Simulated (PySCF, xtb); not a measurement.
(2R)-1-silyloxypropan-2-ol (C3H10O2Si), SMILES [SiH3]OC[C@@H](C)O. One conformer was computed; it need not be the lowest.

Harmonic wavenumbers (cm⁻¹) from GFN2-xTB run with xtb 6.7.1 at its own minimum, in rising order: 27, 83, 133, 171, 208, 230, 352, 383, 443, 574, 600, 634, 744, 799, 820, 839, 877, 935, 973, 1038, 1088, 1129, 1165, 1211, 1240, 1298, 1331, 1353, 1396, 1471, 1485, 1489, 2223, 2256, 2346, 2910, 2930, 2946, 3036, 3044, 3048, 3507.

Task: What does PySCF with PBE-D3(BJ)/def2-SVP give at its own minimum? (The exact figures need the calculation; the answer reports its results.)

Result: 38, 94, 136, 160, 228, 255, 364, 412, 463, 584, 682, 699, 800, 824, 896, 901, 916, 943, 948, 1006, 1068, 1113, 1127, 1224, 1262, 1303, 1335, 1346, 1374, 1410, 1423, 1428, 2150, 2151, 2206, 2921, 2972, 2977, 2981, 3062, 3082, 3639. Paired by order, the mean absolute difference is 38 cm⁻¹ and the zero-point energies are 78.3 and 78.5 kcal/mol.
